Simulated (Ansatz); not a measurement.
A structure drawn as `C[SiH]([GeH3])C#N`, with this starting geometry:

```xyz
12

C     0.984   -0.475    1.301
Si    0.104   -0.621   -0.279
Ge   -0.263    1.504   -1.059
C    -1.536   -1.490   -0.091
N    -2.481   -2.024    0.102
H     0.384    0.033    2.084
H     1.174   -1.540    1.717
H     1.944   -0.012    1.174
H     0.882   -1.357   -1.223
H     1.043    2.253   -1.267
H    -1.160    2.302   -0.030
H    -1.074    1.428   -2.430
```

The species carries charge 0 and has multiplicity 1.

Task: Relax it with Ansatz at PBE-D4/def2-SVP and then PBE0-D4/def2-TZVP. Is the drawn bonding still there?

Result: Yes, every drawn bond is still there and no new one forms.

Task: Give the relaxed structure. (Best estimate.)

Result: The calculation gave: 
```xyz
12

C    -0.6716   -1.2062    1.1677
Si    0.4824    0.0801    0.4657
Ge   -0.5296    1.4647   -1.1847
C     1.8876   -0.7956   -0.3709
N     2.7386   -1.3419   -0.9240
H    -1.0744   -1.8375    0.3734
H    -0.1483   -1.8426    1.8840
H    -1.5063   -0.7220    1.6798
H     1.1072    0.9012    1.5332
H    -1.6901    2.2475   -0.5474
H    -1.0865    0.5944   -2.3214
H     0.4912    2.4578   -1.7556
```
All modes are real.

Atoms count as bonded under 1.1 times the sum of their covalent radii (H–H under 0.85 Å, pairs among N, O and F under 1.55 Å), and a drawn bond as lost past 1.3 times.
